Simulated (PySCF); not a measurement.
SMILES C(C)[O][Ge]([O]C)([NH2])[NH2] (C3H12GeN2O2) (GFN2-xTB optimised geometry):

```
20

C     -0.981    -1.049     3.446
C     -2.133    -1.449     2.536
O     -1.699    -2.093     1.356
Ge    -0.864    -1.371     0.000
N      0.961    -1.371     0.000
N     -1.359    -2.421    -1.386
O     -1.400     0.327     0.000
C     -0.806     1.377    -0.729
H     -0.358    -1.914     3.661
H     -1.366    -0.644     4.379
H     -0.375    -0.290     2.953
H     -2.726    -0.564     2.287
H     -2.779    -2.177     3.041
H      1.355    -2.297    -0.093
H      1.400    -0.921     0.792
H     -2.348    -2.614    -1.444
H     -1.027    -2.131    -2.295
H      0.265     1.224    -0.867
H     -1.277     1.474    -1.711
H     -0.969     2.297    -0.164
```

Computed with PBE0/def2-SVP (PySCF).

Q: What are the frontier orbital energies and the dipole moment?

A: HOMO-2 -7.69 eV, HOMO-1 -7.22 eV, HOMO -7.11 eV, LUMO 0.98 eV, LUMO+1 2.07 eV; dipole moment 1.18 D.

On the same geometry PBE/def2-SVP (PySCF) gives HOMO-2 -5.99 eV, HOMO-1 -5.62 eV, HOMO -5.51 eV, LUMO 0.02 eV, LUMO+1 1.15 eV; dipole moment 1.08 D.

Meta-Löwdin charges at PBE0/def2-SVP: C1 -0.31, C2 0.05, O3 -0.60, Ge4 1.23, N5 -0.67, N6 -0.66, O7 -0.61, C8 -0.07, H9 0.10, H10 0.10, H11 0.09, H12 0.09, H13 0.10, H14 0.22, H15 0.21, H16 0.22, H17 0.22, H18 0.09, H19 0.09, H20 0.10.
